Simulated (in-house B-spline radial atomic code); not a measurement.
## Binding energies in Zr26+

NIST's tabulated ground configuration is [Ne] 3s2 3p2; each binding energy is the energy of the ion with one electron taken from that subshell, relaxed, less that of the parent. All numbers are computed (Dirac-Hartree-Fock, average of configuration; Fermi nucleus of rms radius 4.2694 fm) with a radial B-spline atomic code at the basis-set limit, not measured. Energies include first-order Breit, QED and recoil terms.

| subshell | X-ray name | binding energy (eV) | -ε (eV) | relaxation (eV) |
| --- | --- | --- | --- | --- |
| 1s | K | 19291.3 | 19363.0 | 25.0 |
| 2s | L1 | 3769.2 | 3778.5 | 4.6 |
| 3s | M1 | 1408.6 | 1410.1 | 0.4 |
| 3p | M2,3 | 1329.4 | 1330.6 | 0.5 |

Relaxation = -ε minus the binding energy without Breit, QED and recoil terms.

(1) What does it cost to remove two 1s electrons?

## Answers

(1) 39251 eV, which is 668.3 eV more than the two single binding energies together.
